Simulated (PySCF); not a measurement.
Compound: C₈H₈OSSi.
Bonds: C1–C2 (triple), C2–C3, C3–C4 (aromatic), C4–S5 (aromatic), S5–C6 (aromatic), C6–Si7, Si7–O8, O8–C9, C9–C10 (double), C6–C11 (aromatic), C3–C11 (aromatic). Hydrogens: H12 on C1; H13 on C4; H14, H15 on Si7; H16 on C9; H17, H18 on C10; H19 on C11.

Probes without a nucleus sit at each ring's centroid and 1 Å off its mean plane on both sides; NICS is minus the shielding there, NICSzz its component along the normal. Level: GIAO PBE0/pcSseg-1 (PySCF, non-relativistic, gas phase) on the GFN2-xTB geometry, one conformer.

Ring bond lengths (Å), with Mayer bond orders in brackets: C3–C4 1.368 (1.52), C4–S5 1.713 (1.21), S5–C6 1.742 (1.15), C6–C11 1.362 (1.60), C11–C3 1.420 (1.26).

Task: What do the NICS probes read (ppm)?

Result: 
```tsv
ring	type	NICS(0)	NICS(1), two faces	NICS(1)zz, two faces	rms pucker (Å)	centre to ring atoms, mean (Å)
C3–C4–S5–C6–C11	5-membered ring with S; formal bonds all aromatic	-12.9	-11.6 / -11.5	-26.3 / -26.1	0.00	1.29
```

Task: What can be read from them?

Result: 
- C3–C4–S5–C6–C11: mean NICS(1)zz -26.2 ppm, shielded, aromatic by this magnetic criterion (flat ring, no four-coordinate atom).

Task: And the bond-length index? Use HOMA with the parameters of Krygowski (1993).

Result: 
- C3–C4–S5–C6–C11: HOMA 0.79; the largest term is that of S5–C6, α(R − Ropt)² = 0.40. The geometric and the magnetic index point the same way.

Task: List the ring angles and the Hirshfeld charges of the ring atoms.

Result: 
- C3–C4–S5–C6–C11: C3 111.8° (-0.017 e), C4 112.1° (-0.068 e), S5 91.9° (+0.130 e), C6 110.2° (-0.132 e), C11 114.0° (-0.060 e); sum 540.0° against 540° for a flat convex ring.

Task: What are the shieldings of the ring atoms and their hydrogens in the same run (means over atoms taken as equivalent)?

Result: 
| atoms | environment | σ isotropic (ppm) | principal values of the symmetric part, first atom (ppm) |
| --- | --- | --- | --- |
| C3 | substituted aromatic carbon | 61.0 | -11.6, 51.6, 143.0 |
| C4 | aromatic CH next to a ring sulfur | 39.3 | -53.1, 30.6, 140.2 |
| S5 | thiophene-type sulfur | 236.8 | 110.2, 233.9, 366.3 |
| C6 | substituted aromatic carbon | 44.2 | -31.5, 19.9, 144.4 |
| C11 | aromatic CH carbon | 43.6 | -42.5, 32.3, 140.9 |
| H13 | aromatic hydrogen | 23.99 | 21.1, 24.2, 26.6 |
| H19 | aromatic hydrogen | 24.34 | 20.8, 24.1, 28.1 |

Shape of the structure used: `[CH:1]#[C:2][c:3]1[cH:4][s:5][c:6]([SiH2:7][O:8][CH:9]=[CH2:10])[cH:11]1`: S5–C6–Si7–O8 -31°, C6–Si7–O8–C9 69°, Si7–O8–C9–C10 6°.
